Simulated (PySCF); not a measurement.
**Mayer bond orders and bond lengths**

Species: C2H7B2Cl.
Numbering: `[BH2:1][CH2:2][B:3]([CH3:4])[Cl:5]` (hydrogens: H6, H7 on B1; H8, H9 on C2; H10, H11, H12 on C4)

Cartesian coordinates in Å at the PBE0-D3(BJ)/def2-SVP level; atoms count from 1:
```xyz
12
C2H7B2Cl angstrom
B     -1.8013    0.1849    0.3021
C     -0.7990   -0.4106   -0.7283
B      0.5454    0.3593   -0.4733
C      1.6120   -0.0878    0.5759
Cl     0.8652    1.8111   -1.4371
H     -2.6421    0.9863   -0.0341
H     -1.7220   -0.1137    1.4733
H     -0.6028   -1.4651   -0.4662
H     -1.1374   -0.2909   -1.7666
H      2.1877    0.7483    0.9981
H      2.3379   -0.7310    0.0431
H      1.1841   -0.6964    1.3864
```

Bond orders from the PBE0/pcSseg-1 density (PySCF). Geometry: PBE0-D3(BJ)/def2-SVP, one conformer, isolated molecule.

Q: How far do the computed orders between heavy atoms stray from the drawn ones?

A: The largest departure is 0.152, at B3–Cl5 (drawn single, 1.152). Drawn single, order above 1.12: B3–Cl5 (1.152).

Q: Set the Mayer orders of the bonds between heavy atoms beside their lengths.

A: 
```csv
bond,drawn as,length (Å),Mayer order
B1–C2,single,1.556,1.010
C2–B3,single,1.570,1.018
B3–C4,single,1.561,1.080
B3–Cl5,single,1.772,1.152
```

By pair of heavy elements: B–C: lowest B1–C2 (1.010, 1.556 Å), highest B3–C4 (1.080, 1.561 Å); in 1 of the 3 pairs the longer bond (by over 0.003 Å) has the higher order (by 0.02 or more).

Q: And the bonds to hydrogen?

A: B–H: 0.98 to 0.99 (2 bonds); C–H: 0.92 to 0.95 (5 bonds).

Q: Sum the orders of all bonds at each heavy atom with more than one neighbour and set the sums beside the valence in the SMILES.

A: B1 2.984 (drawn 3), C2 3.875 (drawn 4), B3 3.250 (drawn 3), C4 3.909 (drawn 4). Orders between atoms that aren't bonded are not in these sums.

For a closed shell the Mayer order of atoms A and B is Σ (PS)μν (PS)νμ over the basis functions μ on A and ν on B, with P the density and S the overlap matrix.
